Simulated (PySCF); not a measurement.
Input for PySCF: R-BP86/6-31G* on GaH3Se2 (SMILES [SeH][GaH][SeH]), a point of a torsion scan.

```python
from pyscf import gto, scf, dft, mp
from pyscf.data.elements import chemcore

mol = gto.M(
    atom='''
    Se   -2.18795545   -0.70670205   -0.61801286
    Ga   -0.09887887    0.29828299   -0.24120956
    Se    1.93613984   -0.76467285   -0.72791373
    H    -2.18303989   -1.27642338    0.71408811
    H    -0.00241032    1.76812067    0.34242043
    H     2.71603538    0.33722935   -0.21724044
    ''',
    basis='6-31g*',
    cart=True,
    charge=0, spin=0, verbose=3, max_memory=1800)
mf = dft.RKS(mol, xc='b88,p86')
mf.conv_tol = 1e-8
mf.max_cycle = 100
mf.kernel()
if not mf.converged:
    mf = mf.newton().run(mf.mo_coeff, mf.mo_occ)
```

Output:

```
converged SCF energy = -6729.78602690174
```

The run converged.

Cost: about 23 core-seconds (a rough figure).
